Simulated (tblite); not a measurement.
Input of a run (GFN2-xTB geometry optimisation, gas phase (tblite 0.8.0)), started from a force field or distance geometry:
```
{"job": {"kind": "relax", "xc": "GFN2-xTB", "basis": "xTB"}, "charge": 0, "multiplicity": 2}
C      3.217200     0.053400     0.265500
C      1.821200    -0.357500     0.491900
C      0.603900    -0.733000     0.719400
C     -0.579300    -0.346500    -0.142600
O     -1.610500     0.099400     0.739600
Si    -3.032300     0.628500     0.042200
H      3.258500     0.804100    -0.537200
H      3.834500    -0.792400    -0.020200
H      3.644700     0.494700     1.170800
H      0.384600    -1.380400     1.566200
H     -0.300100     0.429800    -0.849600
H     -0.913900    -1.245100    -0.685700
H     -2.741900     1.771000    -0.847400
H     -3.613000    -0.474900    -0.754200
H     -3.978000     1.056800     1.107100
```

Output (eV, eV/Å):
```
step      E/eV     max force
  0    -513.40709    1.515
  1    -513.48383    0.784
  2    -513.51225    0.395
  3    -513.52247    0.338
  4    -513.53002    0.471
  5    -513.53553    0.289
  6    -513.54384    0.309
  7    -513.55800    0.365
  8    -513.56451    0.221
  9    -513.57056    0.203
 10    -513.57425    0.209
 11    -513.57904    0.224
 12    -513.58389    0.210
 13    -513.58837    0.195
 14    -513.59217    0.226
 15    -513.59607    0.277
 16    -513.60048    0.255
 17    -513.60572    0.213
 18    -513.61233    0.269
 19    -513.62076    0.394
 20    -513.63042    0.439
 21    -513.64025    0.314
 22    -513.64863    0.211
 23    -513.65456    0.206
 24    -513.65992    0.250
 25    -513.66620    0.275
 26    -513.67208    0.185
 27    -513.67627    0.142
 28    -513.67881    0.117
 29    -513.68037    0.131
 30    -513.68201    0.136
 31    -513.68388    0.092
 32    -513.68722    0.101
 33    -513.68856    0.121
 34    -513.69133    0.129
 35    -513.69327    0.105
 36    -513.69581    0.128
 37    -513.69861    0.146
 38    -513.70226    0.174
 39    -513.70632    0.149
 40    -513.71022    0.153
 41    -513.71362    0.177
 42    -513.71696    0.166
 43    -513.72059    0.130
 44    -513.72349    0.129
 45    -513.72554    0.130
 46    -513.72745    0.112
 47    -513.72987    0.122
 48    -513.73228    0.112
 49    -513.73383    0.095
 50    -513.73457    0.089
 51    -513.73507    0.064
 52    -513.73548    0.042
 53    -513.73574    0.042
 54    -513.73583    0.019
 55    -513.73587    0.017
 56    -513.73592    0.025
 57    -513.73601    0.033
 58    -513.73607    0.025
 59    -513.73611    0.011
 60    -513.73613    0.011
 61    -513.73616    0.017
 62    -513.73619    0.024
 63    -513.73623    0.019
 64    -513.73626    0.011
 65    -513.73627    0.010
 66    -513.73629    0.014
 67    -513.73630    0.015
 68    -513.73632    0.010
```

Question: Summarise the run.

Answer: The energy falls by 7.6 kcal/mol over 68 L-BFGS steps, the largest force on an atom goes from 1.52 to 0.010 eV/Å, and the atoms move by 0.329 Å rms after alignment. The bond that changes most is O5–Si6 (ends: oxygen bonded to C and Si; silicon bonded to O and 3 H), which shortens by 0.052 Å. Bonds longer at the end by more than 0.005 Å: 2 of 14; shorter: 6. Among the angles that change most is C1–C2–C3, from 178.5° to 143.8°. Among the dihedrals that turn most is H12–C4–O5–Si6, from -64° to -48°. The energy never rose by more than 1e-5 eV on the way. The first step brought 23 % of the lowering.

Question: What are the final bond lengths?

Answer: C1–C2 1.454 Å, C2=C3 1.293 Å, C3–C4 1.527 Å, C4–O5 1.392 Å, O5–Si6 1.618 Å, C1–H7 1.097 Å, C1–H8 1.090 Å, C1–H9 1.091 Å, C3–H10 1.083 Å, C4–H11 1.096 Å, C4–H12 1.099 Å, Si6–H13 1.467 Å, Si6–H14 1.468 Å, Si6–H15 1.452 Å. Numbering counts from 1 in the input's order; the species is `C/[C]=C\CO[SiH3]` [radical].

Time: 0.39 s. Hardware: Arm Neoverse V1, one thread, no GPU, shared host with 32 logical CPUs at a one-minute load of 27.

Its GFN2-xTB frequencies are all real (lowest 19 cm⁻¹). 2 starts were optimised and ended at 0.00 and 0.84 kcal/mol (GFN2-xTB); the lowest of these is shown.

One conformer stands for the species.

The numbers are calculated, not measured.
